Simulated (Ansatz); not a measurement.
The same path of C$_{2}$H$_{8}$Al$_{2}$S (13 atoms, charge 0, multiplicity 1) was run twice with different band settings. The coordinate that changes most is the dihedral H8–C1–Al2–H9.

Level of theory: Ansatz, RHF/6-31G.

Relaxed end points:

```xyz
13
Properties=species:S:1:pos:R:3
C -2.709 -0.736 -0.135
Al -0.930 -0.479 0.697
C 0.744 -0.881 -0.296
S 0.932 0.932 -0.977
Al 2.795 1.827 -0.074
H -2.904 -1.789 -0.327
H -2.765 -0.221 -1.091
H -3.508 -0.358 0.496
H -0.723 0.080 2.188
H 0.691 -1.514 -1.167
H 1.619 -1.129 0.287
H 3.690 0.887 0.848
H 3.087 3.346 -0.434
```

```xyz
13
Properties=species:S:1:pos:R:3
C -2.592 -1.076 -0.229
Al -0.814 -0.766 0.586
C 0.824 -0.645 -0.533
S 0.722 1.289 -0.715
Al 2.528 2.179 0.302
H -3.399 -0.869 0.467
H -2.695 -2.110 -0.556
H -2.732 -0.448 -1.104
H -0.581 -0.588 2.163
H 0.791 -1.033 -1.539
H 1.763 -0.905 -0.068
H 3.613 1.172 0.889
H 2.592 3.764 0.352
```

Common settings: spring 5.0 eV/Å²; optimiser quadratic models (default); start path IDPP; force threshold 0.05 eV/Å; end points relaxed.

| run | movable images | climbing image | iteration limit |
| --- | --- | --- | --- |
| 1 | 7 | yes | 55 |
| 2 | 2 | no | 60 |

Problem. What does each run give, and how far can it be trusted?

Solution. Run 1: converged after 4 iterations, highest image 0.002 eV above the first end. The top lies less than 8 meV above the higher end, about what the thresholds resolve: the motion is nearly free. A vibrational analysis at the climbing image gives no mode beyond 40i cm⁻¹: the surface is too flat there to confirm a saddle point.
Run 2: converged after 5 iterations, highest image 0.002 eV above the first end. The top lies less than 8 meV above the higher end, about what the thresholds resolve: the motion is nearly free. No image climbed, so the highest image needn't sit at the top of the path. So few images can step over the top or miss a turn of the path.
Limits of this set-up: no polarisation functions.
